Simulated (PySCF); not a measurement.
CoCl₂, SMILES [Cl][Co][Cl] (connectivity only; charge and spin as stated), neutral, multiplicity 4. Atoms are numbered in the order given.

```xyz
3

Co     0.0000     0.0000     0.0000
Cl     0.0000     0.0000    -2.0766
Cl     0.0000     0.0000     2.0766
```
Charge 0, spin multiplicity 4.

The structure is a stationary point at PBE-D3(BJ)/def2-TZVP. The multiplicity is an assumed one; other spin states were not compared. The isomer is the one that the SMILES or the coordinates give; other isomers of the formula were not compared.

Calculation: PBE-D3(BJ)/def2-TZVP (PySCF 2.14.0).

Frequencies are harmonic and unscaled.

Modes within 1.5 cm⁻¹ of each other (mostly degenerate sets) share a row, with their intensities summed.

```
mode  ν (cm⁻¹)  IR (km/mol)  moving atoms (share of kinetic energy)
----  --------  -----------  --------------------------------------
1–2         72         11.6                        Co 55 %, Cl 45 %
3          349          0.0                                Cl 100 %
4          499         90.0                        Co 55 %, Cl 45 %
```
